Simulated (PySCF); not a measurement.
# Static response to an electric field

Species: C5H14OP2.
Geometry (PBE0-D3(BJ)/def2-SVP, Å), atoms numbered from 1 in this order:
```
atom  x, y, z in Å
C1     2.3705   -0.5333    0.9720
C2     1.8161   -0.4179   -0.4391
P3     0.2522    0.5073   -0.6329
C4     0.5443    2.1405    0.1133
O5    -0.2212    0.5650   -2.0608
P6    -1.2006   -0.4884    0.7286
C7    -1.4005   -1.9694   -0.3730
C8    -2.6417    0.5132    0.1230
H9     3.2838   -1.1476    0.9830
H10    2.6332    0.4504    1.3896
H11    1.6441   -0.9991    1.6557
H12    1.6197   -1.4082   -0.8826
H13    2.5256    0.0790   -1.1233
H14    0.7973    2.0631    1.1804
H15    1.3607    2.6393   -0.4310
H16   -0.3672    2.7437   -0.0027
H17   -0.5865   -2.6873   -0.1924
H18   -1.4037   -1.6722   -1.4339
H19   -2.3489   -2.4695   -0.1253
H20   -3.5710   -0.0197    0.3742
H21   -2.6655    1.4871    0.6344
H22   -2.5834    0.6686   -0.9659
```

Level: CAM-B3LYP/def2-SVPD (PySCF), static field, nuclei fixed, core orbitals frozen in the response. The polarisability tensor in these axes (au):

```
x   126.46   2.84  -1.14
y     2.84 115.49  -1.10
z    -1.14  -1.10 103.10
```

Question: What are the eigenvalues, a third of the trace, and Δα (Δα² = ½Σ(αi − αj)² over the three pairs)?

Answer: Principal values 102.97, 114.85 and 127.23 au; mean 115.01 au = 17.04 Å³ = 18.96 × 10⁻⁴⁰ C²·m²/J; Δα = 21.01 au (18 % of the mean).

Question: What is the dipole moment, and where does it point?

Answer: (1.10, -0.20, 2.91) D, 3.12 D in size, pointing from the negative to the positive side. Measured along this direction, the outermost atoms are O5 at the negative end and H10, H11 and H9 at the positive end.

Question: Directions of the eigenvectors, and the extent of the frame along each?

Answer: Largest value along (0.97, 0.24, -0.06), where the nuclei span 6.34 Å; middle along (-0.24, 0.97, -0.07), 5.19 Å; least along (0.04, 0.08, 1.00), 3.65 Å. The response follows the extents in order.

Question: In TDDFT the mean static polarisability is Σ f/ω² over all singlet excitations (ω in hartree). How much of it do the 10 lowest give? Their energies (eV) and oscillator strengths: 6.09, 0.0163; 6.19, 0.2019; 6.71, 0.0123; 7.01, 0.0137; 7.08, 0.0087; 7.31, 0.0887; 7.48, 0.0396; 7.50, 0.0136; 7.54, 0.0313; 7.58, 0.0286.

Answer: They add up to 7.47 au, 6.5 % of the 115.01 au; the largest single term is 3.90 au, from the state at 6.19 eV. Terms in order: 0.33, 3.90, 0.20, 0.21, 0.13, 1.23, 0.52, 0.18, 0.41, 0.37 au. Higher excitations give the rest. The strengths listed sum to 0.455.

Question: What depolarisation ratio follows for Rayleigh scattering of linearly polarised light, taking the static tensor?

Answer: ρ = 3Δα²/(45ᾱ² + 4Δα²) = 1324.9/(595274 + 1766.5) = 0.00222.

Question: How large is μ²/3kT at 298 K beside α?

Answer: In Gaussian units μ²/3kT = 78.68 Å³ against 17.04 Å³, a ratio of 4.62; the Debye molar polarisation (4π/3)N_A(α + μ²/3kT) is 241.5 cm³/mol, leaving out the vibrational part.

Question: What are the principal values of the traceless quadrupole moment, Θ = ½Σq(3rr − r²1), about the centre of nuclear charge?

Answer: -19.25, 7.90, 11.36 D·Å. The values depend on the origin, since the dipole doesn't vanish. The electronic extent ⟨r²⟩ about the same centre is 1474 bohr², a root-mean-square distance of 2.24 Å for the 82 electrons.

One conformer (not necessarily the lowest) at the PBE0-D3(BJ)/def2-SVP geometry, without solvent, vibrations or thermal averaging.
